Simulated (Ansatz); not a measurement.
The cluster Zr3O4⁺. Charge 1, multiplicity 2. Geometry PBE0-D4/def2-SVP.

Cartesian coordinates in Å:
```
Zr 1.293 -0.324 -1.059
Zr 0.237 -0.091 1.610
Zr -1.513 0.504 -0.601
O 1.758 -0.974 0.738
O -0.432 -0.353 -1.999
O -1.696 0.040 1.302
O 0.354 1.198 0.009
```

In the def2 sets Zr takes a core potential, while STO-3G treats all electrons; there is no spin–orbit coupling. At HF/STO-3G, PBE-D4/def2-SVP, PBE-D4/def2-TZVP, r2SCAN-D4/def2-TZVP and others the charge 1 doublet is spin-contaminated (final ⟨S²⟩ up to 1.69, 0.75 for a pure state). At PBE-D4/def2-TZVP the gap within one spin of the charge 1 doublet nearly closes, so an electron or hole may be smeared out by delocalisation error. No other spin state of charge 1 was run. The geometry of the doublet was relaxed on an unsound state (⟨S²⟩ 1.21, where a pure state has 0.75). Another isomer (doublet) lies 0.71 eV lower at PBE0-D4/def2-TZVP; other spin states weren't run for this one.

**Question.** Estimate the α-spin orbital energies around the gap (eV) in Ansatz with HF/STO-3G, PBE-D4/def2-SVP, PBE-D4/def2-TZVP, r2SCAN-D4/def2-TZVP, PBE0-D4/def2-SVP.

**Answer.** 
| orbital | HF/STO-3G | PBE-D4/def2-SVP | PBE-D4/def2-TZVP | r2SCAN-D4/def2-TZVP | PBE0-D4/def2-SVP |
| --- | --- | --- | --- | --- | --- |
| HOMO−5 | -14.54 | -11.98 | -11.99 | -12.40 | -13.55 |
| HOMO−4 | -14.02 | -11.96 | -11.93 | -12.31 | -13.54 |
| HOMO−3 | -13.76 | -11.78 | -11.76 | -12.12 | -13.31 |
| HOMO−2 | -13.73 | -11.74 | -11.73 | -12.10 | -13.28 |
| HOMO−1 | -9.64 | -8.20 | -8.20 | -8.49 | -9.33 |
| HOMO | -8.44 | -7.25 | -7.26 | -7.60 | -8.27 |
| LUMO | -0.11 | -7.07 | -7.11 | -6.98 | -6.24 |
| LUMO+1 | 0.65 | -6.88 | -6.88 | -6.62 | -5.96 |
| LUMO+2 | 0.94 | -6.70 | -6.70 | -6.57 | -5.91 |
| LUMO+3 | 1.32 | -6.48 | -6.47 | -6.14 | -5.60 |
| LUMO+4 | 1.56 | -5.95 | -5.96 | -5.76 | -5.15 |
| LUMO+5 | 1.74 | -5.94 | -5.96 | -5.76 | -5.14 |
| β HOMO | -9.02 | -8.14 | -8.14 | -8.46 | -9.19 |
| β LUMO | -0.01 | -7.01 | -7.04 | -6.91 | -6.20 |
